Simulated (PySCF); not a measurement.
PySCF 2.14 output of an unrestricted r2SCANh calculation on a single atom or ion in x2c-TZVPPall with one added diffuse shell each of s, p, d, f type (12s8p8d4f1g, 113 functions), with scalar relativity by spin-free X2C-1e:

```
SCF conv_tol = 1e-09
number electrons alpha = 39  beta = 37
    M. Bursch, H. Neugebauer, S. Ehlert, and S. Grimme.,  J. Chem. Phys. 156, 134105 (2022)
cycle= 1 E= -18414.7220502701  delta_E= -0.0181  |g|= 0.181  |ddm|= 0.236
cycle= 2 E= -18414.721961741  delta_E= 8.85e-05  |g|= 0.161  |ddm|= 0.109
cycle= 3 E= -18414.7238921728  delta_E= -0.00193  |g|= 0.0134  |ddm|= 0.0609
cycle= 4 E= -18414.7239223102  delta_E= -3.01e-05  |g|= 0.000448  |ddm|= 0.00749
cycle= 5 E= -18414.7239223676  delta_E= -5.74e-08  |g|= 2.53e-05  |ddm|= 0.000304
cycle= 6 E= -18414.7239223679  delta_E= -2.69e-10  |g|= 2.7e-06  |ddm|= 2.41e-05
converged SCF energy = -18414.7239223679  <S^2> = 2.00142  2S+1 = 3.0009465
```

The run itself started from symmetry-adapted Hartree-Fock orbitals and held the occupation by maximum overlap, on a logarithmic radial grid, so the iterations belong to that start.

Question: Which element, charge and spin multiplicity is this?

Answer: Pt²⁺ (platinum, charge +2), multiplicity 3; the state was [Xe] 4f14 5d8, high-spin 3F determinant.

Spin-orbit coupling, absent here, splits the open shell strongly.
